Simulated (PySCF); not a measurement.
C6H10NS (charge +1).
Bonds: N1–C2 (triple), C2–C3, C3–S4, S4–C5, C5–C6, C6–C7, C7–C8, S4–C8. Hydrogens: H9, H10 on C3; H11, H12 on C5; H13, H14 on C6; H15, H16 on C7; H17, H18 on C8.

Structure optimised with GFN2-xTB, isolated species.

**Question.** List the bond lengths, angles and torsions at this level.

**Answer.** 
```json
{"bond": "N1≡C2", "length (Å)": "1.141"}
{"bond": "C2–C3", "length (Å)": "1.438"}
{"bond": "C3–S4", "length (Å)": "1.841"}
{"bond": "S4–C5, S4–C8", "length (Å)": "1.834"}
{"bond": "C5–C6, C7–C8", "length (Å)": "1.521"}
{"bond": "C6–C7", "length (Å)": "1.523"}
{"bond": "C3–H9, C3–H10", "length (Å)": "1.093"}
{"bond": "C5–H11, C8–H17", "length (Å)": "1.088"}
{"bond": "C5–H12, C8–H18", "length (Å)": "1.089"}
{"bond": "C6–H13, C7–H16", "length (Å)": "1.090"}
{"bond": "C6–H14, C7–H15", "length (Å)": "1.090"}
```

Bonds in one row agree within 0.01 Å and their mean is given. A selection of angles:
```json
{"angle": "N1–C2–C3", "degrees": "177.7"}
{"angle": "C2–C3–S4", "degrees": "112.3"}
{"angle": "C2–C3–H9", "degrees": "110.6"}
{"angle": "S4–C3–H9", "degrees": "107.1"}
{"angle": "H9–C3–H10", "degrees": "109.0"}
{"angle": "C3–S4–C5", "degrees": "103.1"}
{"angle": "C3–S4–C8", "degrees": "102.5"}
{"angle": "C5–S4–C8", "degrees": "93.6"}
{"angle": "S4–C5–C6", "degrees": "107.0"}
{"angle": "S4–C5–H11", "degrees": "109.6"}
{"angle": "S4–C5–H12", "degrees": "105.1"}
{"angle": "C6–C5–H11", "degrees": "113.8"}
{"angle": "C6–C5–H12", "degrees": "111.8"}
{"angle": "H11–C5–H12", "degrees": "109.1"}
{"angle": "C5–C6–C7", "degrees": "106.4"}
{"angle": "C5–C6–H13", "degrees": "110.7"}
{"angle": "C5–C6–H14", "degrees": "110.0"}
{"angle": "C7–C6–H13", "degrees": "110.4"}
{"angle": "C7–C6–H14", "degrees": "111.4"}
{"angle": "H13–C6–H14", "degrees": "108.0"}
{"angle": "C6–C7–H16", "degrees": "111.6"}
{"angle": "C8–C7–H15", "degrees": "110.5"}
{"angle": "C8–C7–H16", "degrees": "110.0"}
{"angle": "C7–C8–H17", "degrees": "111.7"}
{"angle": "C7–C8–H18", "degrees": "113.3"}
{"angle": "S4–C8–C7", "degrees": "105.2"}
{"angle": "S4–C8–H17", "degrees": "108.4"}
{"angle": "S4–C8–H18", "degrees": "108.0"}
```

Dihedral angles: C2–C3–S4–C5 -45° (synclinal); C3–S4–C5–C6 95° (anticlinal); S4–C5–C6–C7 34° (synclinal); C5–C6–C7–C8 -50° (synclinal); C6–C7–C8–S4 42° (synclinal); C3–S4–C8–C7 -123° (anticlinal). The mirror-image conformer, all signs reversed, is as good.

The 4 C–C bonds span 1.438 Å (C2–C3, drawn single) to 1.523 Å (C6–C7, drawn single), a spread of 0.085 Å. S4 (sulfonium sulfur) is pyramidal (angles 103.1°, 102.5° and 93.6°, sum 299.2°, 0.86 Å off the plane of its three neighbours). The 5-membered ring S4–C5–C6–C7–C8 has internal angles of 93.6° to 107.0°; it is puckered, 0.20 Å rms from its mean plane, widest ring torsion 50°. Of the pairs four or more bonds apart, C2···H17 is among the closest relative to their van der Waals radii: 2.59 Å, 89 % of the sum of Bondi's values.

Point group: C1 (no symmetry element, even within 0.4 Å). Not checked by GFN2-xTB frequencies.

These are computed values.
